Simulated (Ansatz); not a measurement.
```yaml
atoms:
  - { symbol: C, position_ang: [-1.3584, -0.4144, 0.0824] }
  - { symbol: C, position_ang: [-1.0274, 0.9647, 0.1938] }
  - { symbol: C, position_ang: [0.3310, 1.3791, 0.1114] }
  - { symbol: C, position_ang: [1.3584, 0.4144, -0.0824] }
  - { symbol: C, position_ang: [1.0274, -0.9647, -0.1938] }
  - { symbol: C, position_ang: [-0.3310, -1.3791, -0.1114] }
  - { symbol: H, position_ang: [-2.4148, -0.7366, 0.1464] }
  - { symbol: H, position_ang: [-1.8264, 1.7149, 0.3445] }
  - { symbol: H, position_ang: [0.5884, 2.4515, 0.1981] }
  - { symbol: H, position_ang: [2.4148, 0.7366, -0.1464] }
  - { symbol: H, position_ang: [1.8264, -1.7149, -0.3445] }
  - { symbol: H, position_ang: [-0.5884, -2.4515, -0.1981] }
```

Basis set: 6-31G* (spherical functions). Correlated methods keep 6 orbitals frozen. Charge 0, multiplicity 1.

Computed with Ansatz (development build ahead of 0.2.0); each method stands on the lowest determinant of its kind that the runs found. Restricted open shells among the atoms or ions are ROHF, correlated in semicanonical orbitals with singles.

The atomization energy at this shape (free ground-state atoms in the same class of orbitals less the molecule, no zero-point energy) of singlet C6H6:

| method | atomization energy |
| --- | --- |
| RHF | 4305.7 kJ/mol |

Q: What does RHF-MP2 give?

A: 5428.5 kJ/mol.
